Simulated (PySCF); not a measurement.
## Two-component Hartree-Fock for Tb³⁷⁺ (terbium, charge +37)

Start: [Ar] 3d10. Calculated with PySCF 2.14 in an uncontracted even-tempered set (16 s from 7.3 bohr⁻², ratio 2.8; 13 p from 9.5 bohr⁻², ratio 2.8; 8 d from 9.5 bohr⁻², ratio 2.8; 3 f from 38 bohr⁻², ratio 3): generalised Hartree-Fock with the X2C-1e Hamiltonian and a Gaussian nucleus; one run each with spin-orbit coupling (SO) switched off, then screened by Boettger's factors.

```csv
spinor shell,electrons,"ε, spin-free (eV)","ε, screened SO (eV)",weight of nominal j (screened SO),"rms radius, screened SO (bohr)"
1s1/2,2,-53858.1,-53848.6,1.000,0.0245
2s1/2,2,-10343.3,-10340.5,1.000,0.0988
2p1/2,2,-9366.2,-9896.1,1.000,0.0845
3s1/2,2,-3467.9,-3467.2,1.000,0.250
3p1/2,2,-3159.1,-3275.5,1.000,0.241
3p3/2,4,-3159.1,-3109.1,1.000,0.254
3d3/2,4,-2769.9,-2791.4,1.000,0.225
3d5/2,6,-2769.9,-2755.2,1.000,0.228
```

Where does 2p3/2 lie, and what is the 2p spin-orbit splitting (screened SO)?

At -9141.1 eV, 754.95 eV above 2p1/2.

| quantity | spin-free | screened SO |
| --- | --- | --- |
| E (hartree) | -10878.35058 | -10886.17662 |
| M_J | 0 | 0 |
| ⟨J²⟩ | 0.000 | 0.000 |
| ⟨L²⟩ | 0.000 | 0.034 |
| ⟨S²⟩ | 0.000 | 0.034 |

Breit and QED terms are absent; they matter most for the inner s and p1/2 levels.

Densities and radii are taken from the X2C orbitals without a picture-change correction, which distorts them close to the nucleus.

Without spin-orbit coupling the j labels of p, d and f shells carry no meaning; the spin-free column gives the mean over the occupied spinors of each nl shell.
